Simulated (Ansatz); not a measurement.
`FC([SiH3])([SiH3])Cl`. Charge 0, multiplicity 1.

```json
{"atom": "F1", "x (Å)": "-0.167", "y (Å)": "-1.756", "z (Å)": "0.752"}
{"atom": "C2", "x (Å)": "0.203", "y (Å)": "-0.665", "z (Å)": "-0.018"}
{"atom": "Si3", "x (Å)": "-1.314", "y (Å)": "-0.059", "z (Å)": "-1.003"}
{"atom": "Si4", "x (Å)": "1.073", "y (Å)": "0.615", "z (Å)": "1.099"}
{"atom": "Cl5", "x (Å)": "1.418", "y (Å)": "-1.217", "z (Å)": "-1.221"}
{"atom": "H6", "x (Å)": "-1.799", "y (Å)": "-1.172", "z (Å)": "-1.852"}
{"atom": "H7", "x (Å)": "-0.888", "y (Å)": "1.099", "z (Å)": "-1.825"}
{"atom": "H8", "x (Å)": "-2.361", "y (Å)": "0.362", "z (Å)": "-0.037"}
{"atom": "H9", "x (Å)": "0.110", "y (Å)": "1.058", "z (Å)": "2.139"}
{"atom": "H10", "x (Å)": "1.468", "y (Å)": "1.764", "z (Å)": "0.249"}
{"atom": "H11", "x (Å)": "2.256", "y (Å)": "-0.029", "z (Å)": "1.718"}
```

Task: List the harmonic frequencies (cm⁻¹, unscaled) at PBE0-D4/def2-TZVP in Ansatz. (An estimate is asked.)

Result: The calculation gave: 126, 138, 157, 161, 204, 268, 333, 450, 543, 606, 618, 668, 801, 874, 920, 922, 931, 939, 941, 942, 1057, 2231, 2237, 2249, 2255, 2261, 2263.

Task: Is this a minimum?

Result: Yes, all 27 modes are real.

Task: Give the ideal-gas thermochemistry at 298.15 K and 1 bar (rigid rotor, harmonic oscillator; point group Cs, symmetry number 1).

Result: Zero-point energy 156.1 kJ/mol; H(298) − E = 180.0 kJ/mol; entropy 369.5 J/(mol·K), of which translation 169.4, rotation 117.8, vibration 82.3; G(298) − E = 69.9 kJ/mol.

Task: Rotational constants (cm⁻¹)?

Result: 0.07751, 0.06899, 0.05226.
